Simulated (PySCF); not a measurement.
BCl₃H₂O₂Si, SMILES OB(O)[Si](Cl)(Cl)Cl.

Geometry optimised at B3LYP-D3(BJ)/def2-SVP. This is a generated structure with no PubChem entry under its InChIKey; it may be hypothetical. Other conformers were not sampled.

All values below come from PBE/def2-TZVP run with PySCF.

Gas-phase values at a fixed geometry.

Computed frontier levels, gap, dipole moment and polarisability:
- highest occupied level = -7.36 eV
- lowest empty level = -1.99 eV
- orbital gap = 5.37 eV
- dipole moment = 2.25 D
- quadrupole, principal values (traceless, Buckingham form, about the centre of nuclear charge) = -3.48, -1.97, 5.44 D·Å
- mean static polarisability = 83.6 bohr³ (12.39 Å³)
- polarisability, principal values = 78.1, 85.0, 87.7 bohr³
